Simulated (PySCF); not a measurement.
# Distorted geometries of ReO3F

ReO3F (singlet). PySCF 2.14.0, RKS BP86, Re def2-SVP with ECP60, O def2-SVP, F def2-SVP; non-relativistic Hamiltonian with scalar-relativistic core potentials where named; density fitting; no spin-orbit coupling. Relaxed geometry:

```xyz
5

Re   -0.0035    0.0035   -0.0035
O     1.0054    0.9557    1.0054
O    -0.9557   -1.0054    1.0054
O     1.0054   -1.0054   -0.9557
F    -1.0815    1.0815   -1.0815
```

Order these distorted geometries by energy above the relaxed one, lowest first.
A.
```xyz
5

Re   -0.0731   -0.0553    0.0911
O     1.0517    0.9675    0.9330
O    -0.9576   -0.9818    1.0447
O     0.9537   -0.9603   -0.9812
F    -1.0047    1.0600   -1.1176
```
B.
```xyz
5

Re    0.0266   -0.0365    0.0781
O     0.9715    1.0625    0.9006
O    -0.9665   -0.9073    0.9230
O     1.0707   -1.1682   -0.8633
F    -1.1323    1.0795   -1.0684
```
C.
```xyz
5

Re   -0.0275    0.0024    0.0187
O     0.9837    0.9571    0.9970
O    -0.9504   -0.9553    1.0303
O     1.0797   -1.0002   -0.9681
F    -1.1154    1.0260   -1.1078
```

C (0.20 eV), A (0.72 eV), B (1.33 eV).

Which forces (eV/Å) act in the one that lies 0.72 eV up?


```
Re   6.58  6.65 -7.52
O   -0.91 -0.63  0.46
O   -4.64 -5.25  5.50
O   -0.83 -0.37  0.87
F   -0.19 -0.40  0.68
```
Forces carry noise of the integration grid, about 0.01 to 0.03 eV/Å.
